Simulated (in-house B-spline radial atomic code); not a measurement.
A calculation on Fe4+ (an excited or competing configuration): its settings, and results tabulated from the run. Method: Dirac-Hartree-Fock, average of configuration, Fermi nucleus of rms radius 3.7377 fm. Calculated with an all-electron radial atomic-structure program (B-spline basis).

Command:
```bash
python run_scf.py task.json out
```
Settings (nuclear radius in fm, mass in u):
```
Z                26
configuration    [Ar] 3d3 4s1
hamiltonian      dirac
method           hf
spin_polarised   False
nucleus          fermi
rms_radius       3.7377
atomic_mass      55.93494
speed_of_light   137.035999084
```

Output (hartree, bohr):
```
 radial grid: 69 intervals, B-splines of order 8, outer radius 22.1277 bohr

 iter        energy (Eh)    residual
    1      -1253.2302432    7.90e-01
    2      -1264.5135192    3.86e-01
    3      -1266.4855282    1.22e-01
    4      -1266.7241881    3.67e-02
    5      -1266.7481124    1.46e-02
    6      -1266.7522312    5.67e-04
    7      -1266.7522394    4.56e-05
    8      -1266.7522395    2.68e-06
    9      -1266.7522395    3.64e-07
   10      -1266.7522395    3.29e-08

 total energy                    -1266.752239
 kinetic                           1285.35266
 electron-nucleus                 -2977.83283
 electron-electron                  425.72793

 first-order corrections (not in the total)
   Gaunt                            0.51422
   retardation                     -0.04532
   frequency dependence            -0.00124
   self-energy                      0.34119
   Uehling                         -0.02885
   Wichmann-Kroll                   0.00018
   recoil                           0.00964

 orbital      occ     eigenvalue          <r>       <r^2>       <1/r>     <1/r^2>       r_max    small
 1s1/2      2.000     -266.48292     0.058423  0.00459101     25.9818     1383.41     0.03828  8.75e-03
 2s1/2      2.000      -35.21936     0.265056   0.0829547      5.6155     133.372      0.2217  1.63e-03
 2p1/2      2.000      -30.58030     0.232749   0.0665574     5.53094     42.8601      0.1783  1.59e-03
 2p3/2      4.000      -30.11471     0.235694   0.0681207      5.4347     40.5121      0.1807  1.57e-03
 3s1/2      2.000       -6.77396     0.783862    0.704061      1.7983     20.4587      0.6901  3.67e-04
 3p1/2      2.000       -5.25960      0.81223    0.768292     1.68033     6.31299      0.6965  3.29e-04
 3p3/2      4.000       -5.19397     0.819479    0.781825     1.66029     5.99388      0.7028  3.25e-04
 3d3/2      1.200       -3.09834     0.870757    0.920895     1.43651     2.67959      0.6627  2.53e-04
 3d5/2      1.800       -3.09090     0.873124    0.925711     1.43203     2.66022      0.6645  2.51e-04
 4s1/2      1.000       -1.87566      2.06381     4.76585    0.637009     3.11546       1.881  7.38e-05

 Slater integrals (Eh)
   F0(3d3/2,3d3/2)               1.047986
   F2(3d3/2,3d3/2)               0.507009
   F0(3d3/2,3d5/2)               1.046548
   F2(3d3/2,3d5/2)               0.506406
   G2(3d3/2,3d5/2)               0.505951
   G4(3d3/2,3d5/2)               0.319493
   F0(3d3/2,4s1/2)               0.542152
   G2(3d3/2,4s1/2)               0.055117
   F0(3d5/2,3d5/2)               1.045116
   F2(3d5/2,3d5/2)               0.505809
   F4(3d5/2,3d5/2)               0.319404
   F0(3d5/2,4s1/2)               0.541961
   G2(3d5/2,4s1/2)               0.055384
   F0(4s1/2,4s1/2)               0.435432
```

Time taken, with all properties: 1.2 s on 1 thread of Intel(R) Xeon(R) 6975P-C (shared host).

For the Dirac Hamiltonian the kinetic term is c α·p + (β - 1)c².
